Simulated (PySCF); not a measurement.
SMILES N[SiH2]O (H₅NOSi), CAM-B3LYP/def2-SVP optimised geometry.

```
8

N      0.95    -0.65     0.00
Si    -0.77    -0.65     0.00
O     -1.50     0.84     0.00
H      1.50    -0.33     0.78
H      1.49    -0.75    -0.85
H     -1.15    -1.42    -1.22
H     -1.28    -1.27     1.24
H     -1.33     1.42    -0.75
```

Density from CAM-B3LYP/def2-TZVP (PySCF) at that geometry.

Minimum of the electron density along straight lines between bonded atoms, close to the bond critical point (lines longer than 1.1 times the sum of covalent radii, or with two minima, are not listed):

```tsv
bond	length / Å	ρ at the minimum / e bohr⁻³	∇²ρ there / e bohr⁻⁵	position (fraction from the first atom)
N1–Si2	1.716	0.134	___	0.60
Si2–O3	1.665	0.133	0.75	0.41
N1–H4	1.013	0.331	-1.61	0.74
N1–H5	1.013	0.331	-1.62	0.74
Si2–H6	1.490	0.123	0.13	0.49
Si2–H7	1.481	0.126	0.13	0.49
O3–H8	0.963	___	___	0.81
```

Task: Some entries are withheld; supply them.

Result: 
- N1–Si2, ∇²ρ there / e bohr⁻⁵: 0.56
- O3–H8, ρ at the minimum / e bohr⁻³: 0.353
- O3–H8, ∇²ρ there / e bohr⁻⁵: -2.38
